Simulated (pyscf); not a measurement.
F–BH–Cl, singlet

Gas-phase minimum from PySCF at ωB97X-D3(BJ)/def2-SVP, one conformer. 

SMILES: FBCl
```xyz
4

F      1.3338    -0.7466    -0.7195
B      0.1564    -0.1921    -0.9212
Cl    -0.0212     1.5247    -0.6449
H     -0.7707    -0.8630    -1.2892
```
Charge 0, spin multiplicity 1.

Bonds (Å): F1–B2 1.317, B2–Cl3 1.748, B2–H4 1.202. Angles (°): F1–B2–Cl3 118.7, F1–B2–H4 120.1, Cl3–B2–H4 121.2.

Properties at ωB97X-D3(BJ)/def2-SVP:

- Harmonic wavenumbers, unscaled = 405, 834, 870, 1117, 1351, 2713 cm⁻¹
- Zero-point energy = 10.4 kcal/mol
- Rotational symmetry number = 1
- Entropy of this conformer at 298 K and 1 atm, rigid rotor and harmonic oscillator, modes under 100 cm⁻¹ raised to 100 = 261.9 J/(mol K)
- Dipole moment = 0.70 D

Single-point totals, which compare only within one level (frozen core for MP2 and CC):

| level | total energy (hartree) |
|---|---|
| ωB97X-D3(BJ)/def2-TZVP | -585.68153 |
| PBE/def2-TZVP | -585.32531 |
| r²SCAN/def2-TZVP | -585.56297 |
| B3LYP-D3(BJ)/def2-TZVP | -585.67646 |
| PBE0-D3(BJ)/def2-TZVP | -585.36973 |
| M06-2X/def2-TZVP | -585.59428 |
| ωB97M-D3(BJ)/def2-TZVP | -585.72917 |
| HF/def2-TZVPP | -584.36881 |
| MP2/def2-TZVPP | -584.90454 |
| CCSD/def2-TZVPP | -584.92777 |
| CCSD(T)/def2-TZVPP | -584.94753 |

The CCSD(T) − MP2 part came from Ansatz, without density fitting, on the same reference.
